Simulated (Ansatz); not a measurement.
Mulliken charges of CH3Cl3NTa (`C[N]=[Ta]([Cl])([Cl])[Cl]`) from PBE/def2-TZVPP in Ansatz (PBE0-D4/def2-TZVP geometry).

| atom | x (Å) | y (Å) | z (Å) | charge (e) |
| --- | --- | --- | --- | --- |
| C1 | 0.270 | -1.313 | 0.978 | -0.152 |
| N2 | 0.046 | -0.193 | 0.140 | -0.245 |
| Ta3 | -0.227 | 1.186 | -0.894 | 0.715 |
| Cl4 | -2.116 | 0.732 | -2.118 | -0.212 |
| Cl5 | 1.633 | 1.393 | -2.225 | -0.212 |
| Cl6 | -0.507 | 3.001 | 0.486 | -0.212 |
| H7 | -0.599 | -1.978 | 0.971 | 0.106 |
| H8 | 1.141 | -1.881 | 0.637 | 0.106 |
| H9 | 0.450 | -0.993 | 2.009 | 0.106 |

By hand: the dipole of these point charges (1 e Å = 4.8032 D).

Σ q r = (0.100, -0.506, 0.379) e Å, of length 0.640 e Å = 3.07 D.

How does the dipole of the full density compare? (Estimate.)

Computed: (0.061, -0.306, 0.229) e Å, 1.86 D; the point charges give 1.65 times that, at 0° from its direction.

Point charges leave out the atoms' own dipoles, such as those of lone pairs, and Mulliken's split depends on the basis, so the two needn't agree.
